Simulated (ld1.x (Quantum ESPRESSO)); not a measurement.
**Transferability test, PAW potential for Cd**

* Element: cadmium
* Generator: ld1.x (Quantum ESPRESSO) 7.5
* Type: PAW
* Functional: PBE
* Relativity: fully relativistic
* Frozen core: [Ar] 3d10
* Valence charge: 20
* Reference configuration: 4s2 4p6 4d10 5s2 5p0
* Partial waves: 4s (bound): rcut 1.15, rcutus 1.35 bohr; 5s (bound): rcut 1.15, rcutus 1.35 bohr; 4p (bound): rcut 1.30, rcutus 1.50 bohr; 5p (bound, empty): rcut 1.30, rcutus 1.50 bohr; 4d (bound): rcut 1.60, rcutus 1.80 bohr; 4d channel at 1.15 Ry: rcut 1.60, rcutus 1.80 bohr
* Local potential: all-electron potential smoothed inside 1.05 bohr (lloc = -1)
* Core correction: a·sin(br)/r model core, default radius (ld1.x builds one for every PAW set, though the input has nlcc=.false.)
* Augmentation charge: PSQ, inside the norm-conserving radii

Open shells are filled in proportion to 2j + 1 (rel_dist='average').

Energies are relative to the spin-unpolarised reference configuration 4s2 4p6 4d10 5s2 5p0; without spin polarisation the order of configurations can differ from experiment. The frozen-core shift is the all-electron ΔE with the core orbitals held at their reference shape minus the fully relaxed ΔE.

Task: Give the all-electron excitation energy and the error of the potential for: 4s2 4p6 4d10 5s1 5p0; 4s2 4p6 4d10 5s0 5p0; 4s2 4p6 4d9 5s0 5p0; 4s2 4p6 4d10 5s1.5 5p0; 4s2 4p6 4d8 5s0 5p0; 4s2 4p6 4d10 5s0 5p1; 4s2 4p6 4d9 5s2 5p1.

Result:

```tsv
valence configuration	charge	ΔE all-electron (eV)	error AE − PS (meV)	frozen-core shift (meV)
4s2 4p6 4d10 5s1 5p0	+1	9.273	+0.1	0.0
4s2 4p6 4d10 5s0 5p0	+2	26.401	+1.1	-0.1
4s2 4p6 4d9 5s0 5p0	+3	64.407	+14	+0.3
4s2 4p6 4d10 5s1.5 5p0	+0.5	3.711	0.0	0.0
4s2 4p6 4d8 5s0 5p0	+4	118.464	+20	+2.9
4s2 4p6 4d10 5s0 5p1	+1	15.042	+0.2	+0.1
4s2 4p6 4d9 5s2 5p1	0	12.637	-1.4	+0.1
```

A variational frozen-core shift is positive and of second order in the change. This column holds negative values, so the frozen-core run of ld1.x carries numerical noise or an error of first order here, and the column gives no more than the rough size of the effect.

The ghost test of this file was not conclusive.
